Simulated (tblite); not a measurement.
Parent: `[CH2:1]=[CH:2][O:3][SiH2:4][CH2:5][CH:6]=[O:7]` with C1–C2–O3–Si4 7°, C2–O3–Si4–C5 -57°, O3–Si4–C5–C6 101°, Si4–C5–C6–O7 -89°, C4H8O2Si.

Structures optimised with GFN2-xTB, isolated species. One conformer each, not checked by frequencies here.

```csv
coordinate of the parent,value
C1=C2,1.319 Å
C2–O3,1.353 Å
O3–Si4,1.615 Å
Si4–C5,1.935 Å
C5–C6,1.474 Å
C6=O7,1.205 Å
C1–C2–O3,126.4°
C2–O3–Si4,138.0°
O3–Si4–C5,112.9°
Si4–C5–C6,109.3°
C5–C6–O7,125.8°
```

Task: How does the shared frame change in `[CH2:1]=[CH:2][O:3][SiH2:4][CH2:5][C:6]([NH2:7])=[O:8]` with C1–C2–O3–Si4 10°, C2–O3–Si4–C5 -57°, O3–Si4–C5–C6 100°, Si4–C5–C6–N7 92°, C5–C6–N7–H -176° and -1°, C4H9NO2Si? Atoms pair as C1 = C1, C2 = C2, O3 = O3, Si4 = Si4, C5 = C5, C6 = C6, O7 = O8 (parent first).

Result: 
```tsv
parent	relative	value in the relative	change
C1=C2	C1=C2	1.319 Å	0.000
C2–O3	C2–O3	1.353 Å	0.000
O3–Si4	O3–Si4	1.616 Å	+0.001
Si4–C5	Si4–C5	1.923 Å	-0.012
C5–C6	C5–C6	1.499 Å	+0.025
C6=O7	C6=O8	1.214 Å	+0.009
C1–C2–O3	C1–C2–O3	126.5°	+0.1
C2–O3–Si4	C2–O3–Si4	137.3°	-0.7
O3–Si4–C5	O3–Si4–C5	114.5°	+1.6
Si4–C5–C6	Si4–C5–C6	110.9°	+1.6
C5–C6–O7	C5–C6–O8	124.0°	-1.8
```

Of the parent's bonds, C5–C6 changes most (+0.025 Å). Bonds of the relative outside the shared frame: C6–N7 1.357 Å. Point group C1 → C1.

All values are computed, not measured.
